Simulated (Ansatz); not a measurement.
Computed with Ansatz on PBE0-D4/def2-TZVP structures; ΔE is electronic, products minus reactants. CBS: MP2 limit from def2 TZ/QZ plus the TZ coupled-cluster correction, frozen cores. DFT in def2-TZVPP. B3LYP here is the variant with VWN-RPA as its local correlation; programs differ in this. For Ge outer-core shells are correlated without core-valence functions, which leaves a few kJ/mol of doubt a bond. Scalar relativity is left out up to krypton. One conformer a species, not always the lowest.

Consider the redistribution: `C[NH][GeH2][OH]` + `C[SiH](O)O[SiH2]O` → `C[SiH](O)[O][GeH2][OH]` + `CN[SiH2]O`.

`C[NH][GeH2][OH]`:

Cartesian coordinates in Å:
```
C 0.722 -1.172 -0.822
N -0.040 0.058 -0.890
Ge -0.173 1.167 0.548
O -0.869 0.400 2.008
H 0.208 -1.992 -0.304
H 0.985 -1.516 -1.827
H 1.661 -0.991 -0.291
H -0.873 -0.024 -1.453
H -1.059 2.346 0.108
H 1.238 1.537 1.013
H -1.800 0.188 1.910
```

`C[SiH](O)O[SiH2]O`:

Z-matrix (Å, degrees):
```
C
Si 1 1.845
H 1 1.093 2 110.6
H 1 1.093 2 110.5 3 -119.9
H 1 1.092 2 110.6 3 120.2
O 2 1.642 1 107.9 3 -179.0
O 2 1.649 1 110.4 3 -59.1
H 2 1.487 1 111.9 3 59.1
H 6 0.961 2 116.3 1 167.4
Si 7 1.628 2 134.0 1 -135.9
O 10 1.653 7 110.3 2 -26.7
H 10 1.483 7 108.3 2 -147.1
H 10 1.478 7 110.2 2 89.9
H 11 0.958 10 117.4 7 -91.9
```

`C[SiH](O)[O][GeH2][OH]`:

```xyz
14

C     2.021    0.238   -0.050
Si    0.605   -0.814    0.501
O    -0.004   -1.537   -0.868
O    -0.566    0.073    1.215
Ge   -1.866    0.973    0.403
O    -1.435    1.124   -1.308
H     2.436    0.798    0.791
H     2.817   -0.370   -0.487
H     1.682    0.955   -0.803
H     1.005   -1.870    1.467
H    -0.433   -2.386   -0.754
H    -3.157    0.158    0.593
H    -1.917    2.393    0.969
H    -1.188    0.265   -1.672
```

`CN[SiH2]O`:

Cartesian coordinates in Å:
```
C 0.351 -1.425 0.568
N 0.287 0.007 0.763
Si -0.557 1.105 -0.232
O 0.188 1.633 -1.608
H 1.259 -1.753 0.047
H -0.506 -1.748 -0.029
H 0.297 -1.959 1.522
H 1.003 0.365 1.375
H -0.762 2.347 0.545
H -1.816 0.408 -0.611
H 0.257 1.021 -2.342
```

```
             level  ΔE (kJ/mol)  difference from CCSD(T)/CBS
           PBE0-D4         16.0                         -4.8
          B3LYP-D4         17.5                         -3.3
           ωB97M-V         16.3                         -4.5
            B2PLYP         19.2                         -1.6
               PBE         15.6                         -5.2
            r2SCAN         17.7                         -3.1
              PBE0         17.2                         -3.6
             B3LYP         19.8                         -1.0
     HF/def2-TZVPP         24.0                          3.2
    MP2/def2-TZVPP         18.9                         -1.9
   CCSD/def2-TZVPP         19.8                         -1.0
     HF/def2-QZVPP         24.5                          3.7
    MP2/def2-QZVPP         20.4                         -0.4
SCS-MP2/def2-QZVPP         20.8                          0.0
      HF/CBS(def2)         24.6                          3.8
     MP2/CBS(def2)         21.3                          0.5
       CCSD(T)/CBS         20.8                            0
```

Largest T1 diagnostic among the species: 0.012.

In def2-TZVPP, CCSD(T) changes the Hartree–Fock value by −5.6 kJ/mol (the triples alone add −1.4 kJ/mol) and MP2 by −5.1 kJ/mol.
